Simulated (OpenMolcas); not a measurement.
**Nb²⁺: from CASSCF to CASPT2**

* Program: OpenMolcas
* Basis: ANO-RCC-VDZP [6s5p3d1f]
* Scalar Hamiltonian: DKH2, point nucleus
* Active space: 3 electrons in 5 orbitals (4d)
* State averaging: 2S+1 = 4 even, 10 roots; 2S+1 = 2 even, 40 roots
* Spin-orbit coupling: RASSI with atomic mean-field integrals over the reference wave functions, term energies averaged over their components

Methods on the same reference wave functions:
A. CASSCF
B. SS-CASPT2, IPEA 0.25 Eh, imaginary shift 0.1 Eh (closed shells correlated: 4s 4p)
C. MS-CASPT2, IPEA 0.25 Eh, imaginary shift 0.1 Eh (closed shells correlated: 4s 4p)

Energies in cm-1 above 4d3 4F 3/2, the measured ground level; measured values from the list in Shadmi, J. Res. Natl. Bur. Stand. 70A, 435 (1966).

```csv
Level,A,B,C,Measured
4d3 4F 3/2,0.0,0.0,0.0,0.0
4d3 4F 5/2,529,542,543,516
4d3 4F 7/2,1221,1238,1240,1177
4d3 4F 9/2,2037,2040,2040,1939
4d3 4P 1/2,11194,9430,9350,8664
4d3 4P 3/2,11292,9500,9310,8608
4d3 2G 7/2,11953,10130,10130,9236
4d3 4P 5/2,12035,10260,10260,9594
4d3 2G 9/2,12513,10710,10740,9804
4d3 2P 1/2,15584,13520,11950,
4d3 2H 9/2,15782,14000,14420,12916
4d3 2H 11/2,16123,14340,14800,13264
4d3 2D 5/2(1),17575,14210,14230,13094
4d3 2F 7/2,26118,22200,22200,19861
4d3 2F 5/2,26378,22440,22450,19975
4d3 2D 5/2(2),40580,34360,34350,
4d3 2D 3/2(2),40884,34650,34710,
```

Deviations, from unrounded energies. A percentage is the sum of absolute deviations over the sum of measured energies, with the sign that they share, or ± where signs differ.

| Against measurement | Levels | A | B | C |
| --- | --- | --- | --- | --- |
| mean absolute deviation (cm-1) | 13 | 2800 | 950 | 1000 |
| fine structure of the ground term (%) | 3 | +4.3 | +5.3 | +5.4 |
| other terms of the ground configuration (%) | 10 | +28.8 | +9.8 | +10.3 |

B, C lie about equally close to measurement and A furthest from it. The largest miss of B in the table is 4d3 2F 5/2, by +2500 cm-1. The ranking rests on the paired levels alone, and a cruder setting can come out closer through cancelling errors.

Between B and C the level of the table that moves most is 4d3 2P 1/2, by 1600 cm-1 (lowest in C, highest in B). Moves below CASPT2's spread within the term are not significant.

The mean deviations of B to C differ by less than CASPT2's widest spread within a term (1000 cm-1), so their order carries little weight.

From A to B the spin-free energies of the other terms of 4d3 shown, above 4F, scale by factors of 0.79 to 0.88, as is usual when dynamic correlation screens the repulsion within a d or f shell.

The lowest spin-free term lies below A's lowest term by 0.193 hartree in B, 0.193 hartree in C.

CASPT2 breaks the degeneracy within a term, and the mean is taken; among the terms shown or strongly mixed into the levels shown the widest spread is 1000 cm-1 (4d3 2H, B). Levels of configurations with an s electron are missing; early in the row they begin among the upper levels of the d shell and mix with terms of their name. Without dynamic correlation excited terms often stand tens of per cent too high (terms of higher spin than the ground term too low), and those without a measured partner can miss by more than the paired ones (holds for A). The CASPT2 spread within a term exceeds the gap to the next term for 4d3 2P and 4d3 2D(1), 4d3 2D(1) and 4d3 2H, so the order of their levels is uncertain, and so are names and mixing where such terms share a J (holds for B). Measured partners are found by configuration, term and J. A level has none where our copy of the source lacks it or the pairing is in doubt (some pairs that miss far off the trend of their configuration count as doubtful), and it then counts in no deviation. Only configurations of the active space appear. The table leaves out levels that lie high or whose names do not pair safely across all columns.

A number in round brackets counts repeated terms of one configuration in the order of the reference energies.
